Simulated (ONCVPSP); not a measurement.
**xenon: one change to an ONCV potential, before and after**

- Element: xenon (Xe)
- Generator: ONCVPSP 4.0.1
- Type: optimised norm-conserving Vanderbilt (ONCV)
- Functional: PBE
- Relativity: scalar-relativistic
- Frozen core: [Kr]
- Valence charge: 18
- Reference configuration: 4d10 5s2 5p6
- Partial waves: 5s: rc 1.45 bohr, ncon 4, nbas 7, qcut 4.4 1/bohr, 1 projector; 5p: rc 1.75 bohr, ncon 5, nbas 8, qcut 3.9 1/bohr, 2 projectors, debl 0.4 Ha; 4d: rc 1.30 bohr, ncon 4, nbas 8, qcut 10.4 1/bohr, 1 projector
- Local potential: polynomial inside 1.25 bohr (lpopt 5, dvloc0 0 Ha)
- Core correction: Teter function, fcfact 2.5, rcfact 1.55

All-electron outer shells of the reference configuration (PBE, scalar-relativistic, ld1.x):

| shell | level (eV) | outermost node (bohr) | outermost maximum (bohr) |
| --- | --- | --- | --- |
| 4s | -197.46 | 0.36 | 0.66 |
| 4p | -141.27 | 0.36 | 0.69 |
| 4d | -59.38 | 0.34 | 0.75 |
| 5s | -19.74 | 0.85 | 1.63 |
| 5p | -8.23 | 0.92 | 1.91 |

Change: p: debl 3.05.

Cutoffs: the cutoffs (Ha) at which the residual kinetic energy of the hardest occupied pseudo-wave falls to 1 and 0.1 mHa per electron; they do not see the model core or the augmentation charge, which bear on the density cutoff. Errors are all-electron minus pseudo energies relative to the spin-unpolarised reference configuration.

Predict the effect on cutoff, ghosts and configuration errors.

The potential gets neither clearly harder nor softer (49 Ha and 62 Ha → 49 Ha and 62 Ha); the bound ghosts move from p, s to s; of the 4 tests that both files solve, the error grows in 1 and shrinks in 3 by more than 15 % and 0.3 meV (median size 5.8 → 3.5 meV); the range in which the p phases agree narrows (upper end at the end of the scan → 3.3).

| quantity | base | changed |
| --- | --- | --- |
| cutoff, loose | 49 Ha | 49 Ha |
| cutoff, tight | 62 Ha | 62 Ha |
| bound ghosts | s, p | s |
| GHOST(+) flags under 300 eV | none | p at 88.9 eV |
| error for 4d10 5s2 5p5, meV [ΔE 12.54 eV] | -3.5 | -2.7 |
| error for 4d10 5s2 5p4, meV [ΔE 34.29 eV] | -8.1 | -4.3 |
| error for 4d10 5s2 5p3, meV [ΔE 66.01 eV] | -9.6 | -0.8 |
| error for 4d10 5s2 5p2, meV [ΔE 108.33 eV] | 0.0 | +14 |
| s: phases at 1.47 bohr within 0.05 rad from the reference energy up to (Ha; the scan ends near 5) | 2.0 | 2.0 |
| p: phases at 1.77 bohr within 0.05 rad from the reference energy up to (Ha; the scan ends near 5) | to the end of the scan | 3.3 |
| d: phases at 1.32 bohr within 0.05 rad from the reference energy up to (Ha; the scan ends near 5) | 1.9 | 1.9 |
| rms error of d²Exc/dni dnj with the model core, mHa | 1.40 | 1.40 |

 A true bound ghost makes a file unfit for plane-wave use even where its test errors are small: the radial tests pick states by their node count and pass the ghost by.
